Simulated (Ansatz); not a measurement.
Isomers of Ga7⁻ (singlet), found by a short tight-binding search and relaxed with PBE0-D4/def2-SVPD in Ansatz.

Other spin states weren't relaxed.

A:

```xyz
7

Ga   -2.134   -0.635   -0.544
Ga    2.426    0.522   -0.838
Ga   -0.400    1.113   -1.421
Ga    0.970   -0.992    1.225
Ga    0.282   -1.483   -1.065
Ga    0.291    1.607    0.868
Ga   -1.435   -0.132    1.775
```

B:

```
atom   x (Å)   y (Å)   z (Å)
 Ga1   1.334  -3.381   0.377
 Ga2   1.362   1.146  -1.128
 Ga3  -2.352   2.113   0.589
 Ga4  -0.405   0.414   0.710
 Ga5  -0.085   2.988  -0.314
 Ga6   0.926  -1.262  -1.106
 Ga7  -0.780  -2.019   0.872
```

Q: Estimate which lies lowest at each level, and how far above it the others are (kJ/mol).

A: 
```json
{"level": "PBE-D4/def2-SVP", "A": "0.0", "B": "130.2"}
{"level": "revPBE-D4/def2-SVP", "A": "0.0", "B": "129.4"}
{"level": "r2SCAN-D4/def2-SVP", "A": "0.0", "B": "124.0"}
{"level": "PBE0-D4/def2-SVP", "A": "0.0", "B": "137.5"}
{"level": "r2SCAN0-D4/def2-SVP", "A": "0.0", "B": "132.3"}
```
Point groups (tolerance 0.1 Å): A C2v, B not assigned. Lower isomers may exist.
